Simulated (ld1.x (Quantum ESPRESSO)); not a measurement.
## u(r) = r·R(r): atom against pseudo-atom (Pt)

Columns: radius, all-electron u(r) and pseudo u(r) of the 6p shell (level -3.52 eV) of platinum in the configuration [Kr] 4d10 4f14 5s2 5p6 5d9 6s0.5 6p0; PBEsol, scalar-relativistic, PAW scheme, ld1.x (Quantum ESPRESSO) 7.5.

```csv
r (bohr),all-electron,pseudo
0.130,-0.0889,-0.0370
0.260,0.0743,-0.1363
0.390,0.1174,-0.2663
0.520,-0.0065,-0.3868
0.650,-0.1355,-0.4621
0.780,-0.2049,-0.4724
0.910,-0.2124,-0.4178
1.040,-0.1749,-0.3156
1.170,-0.1108,-0.1919
1.300,-0.0342,-0.0703
1.430,0.0455,0.0349
1.560,0.1226,0.1213
1.690,0.1939,0.1939
1.820,0.2581,0.2581
1.950,0.3146,0.3146
2.080,0.3633,0.3633
2.210,0.4046,0.4046
2.340,0.4390,0.4390
2.470,0.4672,0.4672
2.600,0.4895,0.4895
2.730,0.5066,0.5066
2.860,0.5191,0.5191
2.990,0.5275,0.5275
3.120,0.5323,0.5323
3.250,0.5339,0.5339
3.380,0.5329,0.5329
```

Task: How many radial nodes do the two functions have?

Result: The all-electron 6p function has n − l − 1 = 4 (the table is too coarse to show those close to the nucleus); the pseudo-wave has 1, since 1 lower shell of the same l stays in the valence.

Task: At about which radius was the pseudo-wave matched?

Result: 1.75 bohr, where the columns begin to agree (steps of 0.13 bohr).

Task: Is the pseudo-wave norm-conserving?

Result: No, it belongs to a PAW set: the norm inside the radius is not constrained, and the difference is carried by the augmentation charge.
